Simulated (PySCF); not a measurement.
## Two-component Hartree-Fock for Ta²⁺ (tantalum, charge +2)

Start: [Xe] 4f14 5d3; 5d5/2 filled at m_j = +1/2, +3/2, +5/2. Calculated with PySCF 2.14 in x2c-TZVPall-2c: generalised Hartree-Fock with the X2C-1e Hamiltonian and a Gaussian nucleus; spin-orbit coupling (SO) screened by Boettger's factors. This is a chosen level, not necessarily the ground level.

```csv
spinor shell,electrons,"ε, screened SO (eV)",weight of nominal j (screened SO),"rms radius, screened SO (bohr)"
1s1/2,2,-67771.2,1.000,0.0211
2s1/2,2,-11793.5,1.000,0.0853
2p1/2,2,-11251.0,1.000,0.0726
2p3/2,4,-9975.2,1.000,0.0799
3s1/2,2,-2774.0,1.000,0.218
3p1/2,2,-2533.2,1.000,0.210
3p3/2,4,-2253.7,1.000,0.225
3d3/2,4,-1851.8,1.000,0.199
3d5/2,6,-1791.4,1.000,0.203
4s1/2,2,-609.11,1.000,0.488
4p1/2,2,-508.55,1.000,0.497
4d3/2,4,-277.77,1.000,0.557
4d5/2,6,-265.52,1.000,0.569
5s1/2,2,-102.18,1.000,1.19
5p1/2,2,-70.362,0.971,1.32
5p3/2,4,-60.890,0.984,1.42
4f5/2,6,-56.693,0.991,0.703
4f7/2,8,-54.740,0.994,0.706
5d5/2,3,-23.979,0.657,2.14
```

**Question.** Where does 4p3/2 lie, and what is the 4p spin-orbit splitting (screened SO)?

**Answer.** At -443.56 eV, 64.988 eV above 4p1/2.

| quantity | screened SO |
| --- | --- |
| E (hartree) | -15609.57039 |
| M_J | 9/2 |
| ⟨J²⟩ | 24.761 |
| ⟨L²⟩ | 12.938 |
| ⟨S²⟩ | 3.582 |

Each row is a mean over spinors that exchange with the open shell spreads, by up to 5.696 eV (5p3/2).

Rows whose weight is well below 1 are mixtures of j = l ± 1/2: exchange outweighs spin-orbit coupling there, and the label is only the starting occupation.

Breit and QED terms are absent; they matter most for the inner s and p1/2 levels.

Densities and radii are taken from the X2C orbitals without a picture-change correction, which distorts them close to the nucleus.
